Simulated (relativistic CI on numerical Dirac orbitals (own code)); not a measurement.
## Inner-shell lines of Os XLVII

Computed by Dirac-Coulomb-Breit CI, separate exchange-only KLI orbitals for each configuration, model QED, valence Slater integrals scaled by 0.9 (own radial code, finite nucleus).

Configuration list (outside the closed core 2s2 2p6 3s2 3p6 3d10): 1s2.4s2, 1s.4s2.4p, 1s.4s2.5p, 1s2.4s.4p, 1s.4s.4p2, 1s.4s.4p.5p. Levels of other configurations are missing.

The table holds the strongest lines. The upper levels have an inner-shell vacancy. Auger decay, open to those above the ionisation limit, is not computed, and radiative decays to configurations outside the model are missing too. Absolute energies can be off by a few tenths of a per cent, and at this charge the scaling can make term splittings too narrow, so close lines can change order. LS names give the leading component, which can be well under half, for lower levels too. Brackets number the levels in order of energy.

```
   λ (Å)                  Upper                Lower   A (s⁻¹)  gA (s⁻¹)
0.168053    1s.4s.4p2 5P_2 [12]  1s2.4s.4p 3P°_2 [4]  3.61e+14  1.81e+15
0.168049     1s.4s.4p2 5P_1 [8]  1s2.4s.4p 3P°_1 [3]  6.23e+14  1.87e+15
0.168043    1s.4s2.4p 3P°_1 [6]     1s2.4s2 1S_0 [1]  7.34e+14  2.20e+15
0.168038    1s.4s.4p2 3P_1 [13]  1s2.4s.4p 3P°_2 [4]  7.42e+14  2.23e+15
0.168036    1s.4s.4p2 1P_1 [16]  1s2.4s.4p 1P°_1 [5]  7.06e+14  2.12e+15
0.168034    1s.4s.4p2 3D_3 [14]  1s2.4s.4p 3P°_2 [4]  6.54e+14  4.58e+15
0.168031    1s.4s.4p2 1D_2 [18]  1s2.4s.4p 1P°_1 [5]  6.67e+14  3.34e+15
0.168027     1s.4s.4p2 3P_0 [9]  1s2.4s.4p 3P°_1 [3]  1.45e+15  1.45e+15
0.168014    1s.4s.4p2 3D_2 [15]  1s2.4s.4p 3P°_2 [4]  3.90e+14  1.95e+15
0.167791    1s.4s.4p2 3P_2 [21]  1s2.4s.4p 1P°_1 [5]  2.50e+14  1.25e+15
0.167776    1s.4s.4p2 3P_1 [13]  1s2.4s.4p 3P°_0 [2]  1.22e+15  3.65e+15
 0.16777    1s.4s.4p2 5P_3 [20]  1s2.4s.4p 3P°_2 [4]  4.83e+14  3.38e+15
0.167768    1s.4s.4p2 3D_2 [15]  1s2.4s.4p 3P°_1 [3]  1.57e+15  7.84e+15
0.167762   1s.4s2.4p 1P°_1 [11]     1s2.4s2 1S_0 [1]  1.57e+15  4.72e+15
0.167752    1s.4s.4p2 1P_1 [23]  1s2.4s.4p 1P°_1 [5]  2.08e+15  6.23e+15
0.167751    1s.4s.4p2 3P_2 [24]  1s2.4s.4p 1P°_1 [5]  2.94e+14  1.47e+15
 0.16775    1s.4s.4p2 3P_2 [21]  1s2.4s.4p 3P°_2 [4]  2.02e+15  1.01e+16
0.167749    1s.4s.4p2 1P_1 [16]  1s2.4s.4p 3P°_1 [3]  9.81e+14  2.94e+15
0.167749    1s.4s.4p2 3P_0 [17]  1s2.4s.4p 3P°_1 [3]  1.42e+15  1.42e+15
0.167725    1s.4s.4p2 3S_1 [22]  1s2.4s.4p 3P°_2 [4]  9.85e+14  2.96e+15
0.165803  1s.4s.4p.5p 5D_2 [32]  1s2.4s.4p 3P°_1 [3]  3.26e+14  1.63e+15
0.165782  1s.4s.4p.5p 3D_3 [45]  1s2.4s.4p 3P°_2 [4]  3.18e+14  2.23e+15
0.165772  1s.4s.4p.5p 3D_2 [50]  1s2.4s.4p 1P°_1 [5]  3.07e+14  1.53e+15
0.165671  1s.4s.4p.5p 3D_2 [39]  1s2.4s.4p 3P°_1 [3]  4.01e+14  2.00e+15
 0.16567  1s.4s.4p.5p 3D_1 [40]  1s2.4s.4p 3P°_1 [3]  5.86e+14  1.76e+15
0.165665  1s.4s.4p.5p 3D_1 [37]  1s2.4s.4p 3P°_0 [2]  7.02e+14  2.11e+15
0.165661  1s.4s.4p.5p 3P_2 [53]  1s2.4s.4p 3P°_2 [4]  3.56e+14  1.78e+15
0.165658  1s.4s.4p.5p 3D_3 [54]  1s2.4s.4p 3P°_2 [4]  4.07e+14  2.85e+15
0.165654  1s.4s.4p.5p 3D_2 [60]  1s2.4s.4p 1P°_1 [5]  3.56e+14  1.78e+15
0.165653   1s.4s2.5p 1P°_1 [29]     1s2.4s2 1S_0 [1]  7.37e+14  2.21e+15
0.165652  1s.4s.4p.5p 3P_1 [55]  1s2.4s.4p 3P°_2 [4]  7.18e+14  2.15e+15
0.165651  1s.4s.4p.5p 3D_2 [43]  1s2.4s.4p 3P°_1 [3]  3.40e+14  1.70e+15
0.165647  1s.4s.4p.5p 3P_2 [64]  1s2.4s.4p 1P°_1 [5]  3.39e+14  1.70e+15
0.165647  1s.4s.4p.5p 3D_3 [56]  1s2.4s.4p 3P°_2 [4]  3.16e+14  2.21e+15
0.165641  1s.4s.4p.5p 3P_2 [57]  1s2.4s.4p 3P°_2 [4]  3.43e+14  1.72e+15
```
